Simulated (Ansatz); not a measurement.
Basis-set series for CH3O3Re (`[CH3][Re](=[O])(=[O])=[O]`). Charge 0, multiplicity 1. Re takes the def2 core potential. All single points use the PBE0-D4/def2-TZVP geometry.

```xyz
8

C    -0.614   -0.250   -0.850
Re    0.568    0.231    0.786
O     1.176    1.783    0.480
O    -0.461    0.183    2.133
O     1.782   -0.951    0.845
H    -1.418    0.484   -0.936
H     0.002   -0.234   -1.751
H    -1.035   -1.246   -0.705
```

```json
{"functional": "PBE0-D4", "basis": "def2-TZVPP", "functions": "222", "energy (Eh)": "-343.82384", "HOMO (eV)": "-9.69", "LUMO (eV)": "-2.85"}
{"functional": "PBE0-D4", "basis": "def2-QZVPP", "functions": "406", "energy (Eh)": "-343.83937", "HOMO (eV)": "-9.71", "LUMO (eV)": "-2.88"}
{"functional": "ωB97M-V", "basis": "def2-TZVPP", "functions": "222", "energy (Eh)": "-343.92628", "HOMO (eV)": "-12.05", "LUMO (eV)": "-0.66"}
{"functional": "ωB97M-V", "basis": "def2-QZVPP", "functions": "406", "energy (Eh)": "-343.94111", "HOMO (eV)": "-12.08", "LUMO (eV)": "-0.70"}
```

Problem. Give the rows for def2-SVP. (Estimate.)

Solution. Computed: 
```csv
functional,basis,functions,energy (Eh),HOMO (eV),LUMO (eV)
PBE0-D4,def2-SVP,103,-343.46995,-9.74,-2.89
ωB97M-V,def2-SVP,103,-343.56144,-12.10,-0.69
```
